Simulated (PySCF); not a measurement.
SMILES [c]1cccnc1, doublet (PBE0/def2-SVP optimised geometry):

```
10

C     -0.649     1.172     0.000
C      0.725     1.220     0.000
C      1.378    -0.018     0.000
C      0.598    -1.177     0.000
N     -0.732    -1.177     0.000
C     -1.374    -0.003     0.000
H      1.284     2.161     0.000
H      2.469    -0.082     0.000
H      1.081    -2.161     0.000
H     -2.469    -0.027     0.000
```

Method: PySCF with unrestricted PBE0/def2-TZVP.

Question: What are the frontier orbital energies (α orbitals alone; a β orbital can be the lowest empty one) and the dipole moment?

Answer: HOMO-2 -8.50 eV, HOMO-1 -7.85 eV, HOMO -7.05 eV, LUMO -1.05 eV, LUMO+1 -0.61 eV; dipole moment 1.90 D.

On the same geometry unrestricted PBE/def2-TZVP (PySCF 2.14.0) gives HOMO-2 -6.86 eV, HOMO-1 -6.86 eV, HOMO -5.51 eV, LUMO -2.02 eV, LUMO+1 -1.57 eV; dipole moment 1.79 D.

Meta-Löwdin charges at PBE0/def2-TZVP: C1 -0.04, C2 -0.11, C3 -0.14, C4 -0.01, N5 -0.23, C6 -0.01, H7 0.14, H8 0.13, H9 0.13, H10 0.14.
